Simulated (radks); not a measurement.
Species: Xe3+. Configuration: [Kr] 4d10 5s2 5p3. Calculated with a radial shooting solver on a logarithmic mesh with Libxc functionals: scalar-relativistic Kohn-Sham, r2SCAN, spin-unpolarised, spherical densities, finite nucleus; meta-GGA in the generalised Kohn-Sham scheme; Fermi nuclear charge, rms radius 4.7859 fm.

Normalised radial functions P(r) = r R(r), r in bohr:

```
   r/bohr * 4p (the largest magnitude, 1.28, reaches the edge; | marks zero)
0.0009302                             *
 0.001231                             *
 0.001628                             *
 0.002155                             *
 0.002851                             *
 0.003772                             *
 0.004991                             *
 0.006604                             |*
 0.008737                             |*
  0.01156                             | *
   0.0153                             |  *
   0.0204                             |   *
  0.02699                             |     *
  0.03572                             |       *
  0.04726                             |         *
  0.06253                             |         *
  0.08273                             |       *
   0.1095                             | *
   0.1448                      *      |
   0.1916               *             |
   0.2536              *              |
   0.3355                        *    |
   0.4439                             |           *
   0.5873                             |                         *
   0.7771                             |                          *
    1.028                             |                 *
    1.361                             |       *
      1.8                             | *
    2.382                             *
    3.151                             *
     4.17                             *
    5.517                             *
```

4p: eigenvalue -178.43 eV, 2 radial nodes at r = 0.118, 0.364 bohr, <r> = 0.765 bohr, 90 % of the charge inside 1.11 bohr.
